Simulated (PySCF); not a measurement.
Isomers of C7H12. Method used: TDDFT wB97X-D/def2-SVPD, vertical, gas phase, core orbitals frozen in the response (PySCF 2.14.0, density-fitted response routines). Geometries: GFN2-xTB; one conformer of each isolated species. Triplets are in the Tamm–Dancoff approximation.

A. `CC=C1CCCC1`
B. `C1C[C@@H]2[C@H](CC1)C2`
C. `C=CC(=C)C(C)C`

Lowest singlet levels (six at most, fewer where fewer were computed) with oscillator strengths:

1. 212 nm (f 0.535); 179 nm (f 0.001); 177 nm (f 0.003); 168 nm (f 0.003); 165 nm (f 0.043); 162 nm (f 0.038); T1 3.37 eV
2. 160 nm (f 0.001); 156 nm (f 0.002); 149 nm (f 0.015); 148 nm (f 0.025); 145 nm (f 0.031); 143 nm (f 0.014); T1 7.64 eV
3. 187 nm (f 0.007); 184 nm (f 0.362); 166 nm (f 0.003); 164 nm (f 0.003); 156 nm (f 0.001); 149 nm (f 0.071); T1 4.28 eV

Problem. Match each spectrum to its molecule.

Solution. 1 = C, 2 = B, 3 = A.
- A: S1 at 6.63 eV, HOMO→LUMO+1 (76%); Löwdin shares by element: HOMO carbon 77% or more (atoms not listed hold the other 23%); LUMO carbon 60% or more (atoms not listed hold the other 40%); HOMO -8.33 and LUMO 2.39 eV.
- B: S1 at 7.76 eV, HOMO→LUMO (75%), HOMO→LUMO+1 (12%); Löwdin shares by element: HOMO carbon 67% or more (atoms not listed hold the other 33%); LUMO carbon 28% or more (atoms not listed hold the other 72%); HOMO -9.42 and LUMO 2.49 eV.
- C: S1 at 5.84 eV, HOMO→LUMO (97%); Löwdin shares by element: HOMO carbon 85% or more; LUMO carbon 79% or more (atoms not listed hold the other 21%); HOMO -8.47 and LUMO 0.97 eV.
